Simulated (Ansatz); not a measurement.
Ansatz (an electronic-structure program) input (BLYP/def2-TZVPD):

Ansatz 0.2 input:
```yaml
crystal:
  periodic: [false, false, false]
  atoms:
    - {symbol: B, position_ang: [0.12097551, 0.41893980, -0.04317243]}
    - {symbol: O, position_ang: [1.13529893, -0.27687544, 0.46827673]}
    - {symbol: O, position_ang: [-1.10677257, -0.05789316, -0.38847549]}
    - {symbol: H, position_ang: [0.38503049, 1.58663834, -0.18997045]}
    - {symbol: H, position_ang: [-1.21811895, -1.00318858, -0.23257734]}
basis:
  gaussian:
    orbitals: def2-TZVPD
hamiltonian:
  xc: {name: BLYP}
magnetization: {spin_polarized: true, initial_magnetization: 1}
output: {forces: true}
```

Output:

```
Functional definition: BLYP
integrals: 0.03 GiB planned
635 factors; their error is unknown
0.21 GiB of the device are held for the grids
0.44 GiB of device memory are held for the factors and their scratch space
mean field: 0.46 GiB planned
mean field evaluation 1: about -4797.1833 eV, gradient 4.8e1 eV
mean field evaluation 2: about -4767.6311 eV, gradient 9.8e1 eV
mean field evaluation 4: about -4803.8926 eV, gradient 1.5e1 eV
mean field evaluation 8: about -4804.7144 eV, gradient 1.3e-1 eV
mean field evaluation 16: about -4804.7058 eV, gradient 1.2e-4 eV
mean field evaluation 32: about -4804.1891 eV, gradient 2.1e0 eV
mean field -4804.70579230 eV, -176.5696811205 hartree, gradient 2.4e-5 eV, S^2 0.753175; 4 other end points of the search recorded, 0 dependent functions left out
the calculation of the forces begins
reference -4804.70611363 eV, -176.5696929290 hartree; 12, 11 occupied and 123, 124 virtual orbitals, 635 factors
Total energy: -4804.70611363 eV, -176.5696929290 hartree
Atom 0 at     0.120976     0.418940    -0.043172 Å, force     0.505317    -0.212409     0.226935 eV/Å
Atom 1 at     1.135299    -0.276875     0.468277 Å, force     0.097184     0.061264     0.022451 eV/Å
Atom 2 at    -1.106773    -0.057893    -0.388475 Å, force    -0.620798     0.368231    -0.301062 eV/Å
Atom 3 at     0.385030     1.586638    -0.189970 Å, force     0.053023     0.273804    -0.037639 eV/Å
Atom 4 at    -1.218119    -1.003189    -0.232577 Å, force    -0.034726    -0.490891     0.089315 eV/Å
Dipole moment:    -0.200442    -0.124639    -0.046663 e Å
```

It need not be the lowest isomer of its formula.
